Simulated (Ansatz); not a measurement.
Pulling on the Te1–H2 bond in GeH4Te (SMILES [GeH3][TeH]) (multiplicity 1 held, fragments rigid). Energies count from the point at 1.663 Å.
Geometry at that point (charge 0, multiplicity 1):
```csv
atom,x (Å),y (Å),z (Å)
Te,-0.0990,0.8069,0.6543
H,0.2623,1.8715,-0.5710
Ge,0.1362,-1.2174,-0.9315
H,1.5605,-1.2952,-1.5033
H,-0.1526,-2.4507,-0.0626
H,-0.8826,-1.1284,-2.0785
```

R- and RO- levels are restricted; in cc, def2 and unpolarised 6-31G sets they are followed outwards from rest. Unrestricted levels (U-) break spin symmetry where that is lower. Active spaces are followed from a long bond inwards. Levels need not reach the same state.

Cores are frozen in the correlated methods. Filled d and f shells under p-block atoms count as core.

The values were computed with Ansatz (Gaussian basis) for Hartree–Fock, density functionals and correlated methods.  In def2 rows elements past Kr take small-core potentials, without spin–orbit coupling.

Energies in kcal/mol.

```csv
R (Å),R-HF/def2-SVP,U-HF/def2-SVP,U-CCSD/def2-SVP,R-CCSDT/def2-SVP,"FIC-MRCISD+Q on CASSCF(2,2)/def2-SVP"
1.330,36.0,36.0,37.4,37.6,37.5
1.497,6.3,6.3,7.2,7.3,7.3
1.663,0.0,0.0,0.0,0.0,0.0
1.829,5.4,5.4,4.1,3.9,3.9
1.995,16.4,16.4,13.2,12.8,12.8
2.245,36.4,32.9,29.9,28.3,28.2
2.494,56.6,40.9,45.3,42.1,41.9
2.910,86.1,46.0,60.8,57.3,57.0
3.326,109.3,47.5,65.5,64.3,63.8
3.825,130.0,48.0,66.7,67.2,66.7
4.490,148.2,48.1,67.0,68.0,67.5
5.321,161.1,48.2,67.0,68.1,67.7
```

Doubts at one or more of the structures used: a restricted determinant that unrestricted orbitals would lower (R-HF/def2-SVP, R-CCSDT/def2-SVP); a spin-contaminated determinant (U-HF/def2-SVP, U-CCSD/def2-SVP); T1 above 0.05 (U-CCSD/def2-SVP); other coupled-cluster roots lie near (R-CCSDT/def2-SVP).

Ansatz is a first-principles code.
